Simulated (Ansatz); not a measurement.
A nudged elastic band was laid between two geometries of BCl2F + FH (6 atoms, charge 0, multiplicity 1).

Theory: RKS PBE/6-31G* (Ansatz 0.2.0).

```yaml
movable_images: 7
climbing_image: yes
spring: 5.0 eV/Å²
optimiser: quadratic models (default)
start_path: through a guess of the saddle point
force_threshold: 0.05 eV/Å
iteration_limit: 60
end_points: relaxed
```

First end point:

```xyz
6
Properties=species:S:1:pos:R:3
B -0.050 0.208 0.096
Cl -0.031 0.653 1.829
F 1.110 0.044 -0.518
Cl -1.538 0.357 -0.831
F -0.185 -2.051 0.583
H -0.142 -1.918 1.521
```

Last end point:

```xyz
6
Properties=species:S:1:pos:R:3
B -0.088 -0.329 -0.791
Cl -0.035 -0.588 3.621
F 1.096 0.007 -1.276
Cl -1.565 0.296 -1.493
F -0.144 -1.164 0.250
H -0.099 -0.929 2.370
```

Problem. Which bonds break or form, and what moves?

Solution. Bonds broken: B1–Cl2, F5–H6. Bonds formed: B1–F5, Cl2–H6. BCl2F + FH becomes BClF2 + ClH.

Problem. What energy profile does the band end with?

Solution. The forces met the threshold. The highest image is number 2 of 0 to 8, 0.33 eV above the first end and 1.12 eV above the last; the last end lies 0.78 eV below the first. A vibrational analysis at the climbing image gives one clearly imaginary mode, 697i cm⁻¹: a first-order saddle point. The orbitals stay closed-shell, which can raise the energy where a bond breaks towards radicals; this wasn't checked here.

```csv
image,path coordinate (Å),energy (eV),B1–Cl2 (Å),F5–H6 (Å),B1–F5 (Å)
0,0.00,0.00,1.79,0.95,2.31
1,0.49,0.08,1.85,0.97,1.92
2,0.98,0.33,2.04,1.16,1.57
3,1.45,-0.25,2.42,1.61,1.39
4,1.93,-0.67,2.93,2.00,1.34
5,2.41,-0.76,3.38,2.22,1.34
6,2.89,-0.77,3.76,2.19,1.34
7,3.37,-0.78,4.12,2.14,1.34
8,3.85,-0.78,4.42,2.13,1.34
```

Problem. What is the geometry of the highest image?

Solution. 
```xyz
6
Properties=species:S:1:pos:R:3:forces:R:3
B -0.069 -0.225 0.022 0.00 0.00 0.00
Cl -0.054 0.235 2.011 0.00 0.00 0.00
F 1.125 0.012 -0.516 0.00 0.00 0.00
Cl -1.550 0.296 -0.802 0.00 0.00 0.00
F -0.158 -1.737 0.447 0.00 0.00 0.00
H -0.130 -1.287 1.520 0.00 0.00 0.00
```

Problem. What are the harmonic wavenumbers there?

Solution. 697i, 185, 264, 309, 358, 462, 496, 686, 815, 1050, 1298, 1616 cm⁻¹.

The band took 21 iterations and of the order of 5 core-minutes.

Time of the run: 2.6 min on 2 threads of Arm Neoverse V2 (shared host), peak memory 0.14 GiB.
